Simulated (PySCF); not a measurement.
**Radial density of W⁶⁰⁺ (tungsten, charge +60)**

BP86, [Ne] 3s2 3p2, high-spin 3P determinant. Calculation: PySCF 2.14, in an even-tempered Gaussian basis (16 s from 16 bohr⁻², ratio 2.5; 10 p from 21 bohr⁻², ratio 2.5; 4 d from 81 bohr⁻², ratio 2.7; 4 f from 120 bohr⁻², ratio 2.7); no relativity, point nucleus.

| r (bohr) | 4πr²ρ (e/bohr) | 4πr²(ρα − ρβ) |
| --- | --- | --- |
| 0.000332 | 0.3835 | 0.0000 |
| 0.000558 | 1.049 | 0.0000 |
| 0.000939 | 2.806 | 0.0000 |
| 0.00158 | 7.220 | 0.0001 |
| 0.00266 | 17.42 | 0.0016 |
| 0.00447 | 37.70 | 0.0129 |
| 0.00752 | 68.12 | 0.0849 |
| 0.0126 | 92.24 | 0.4659 |
| 0.0213 | 86.57 | 1.9081 |
| 0.0358 | 86.02 | 4.6081 |
| 0.0602 | 113.2 | 3.1968 |
| 0.101 | 56.53 | 0.9995 |
| 0.170 | 30.12 | 13.3237 |
| 0.286 | 8.243 | 3.6911 |
| 0.482 | 0.09661 | 0.0329 |

A non-relativistic calculation at this Z misses sizeable relativistic shifts. Spin-orbit coupling is strong in this species (close to jj coupling), so the high-spin LS determinant is a model state, not a physical level.
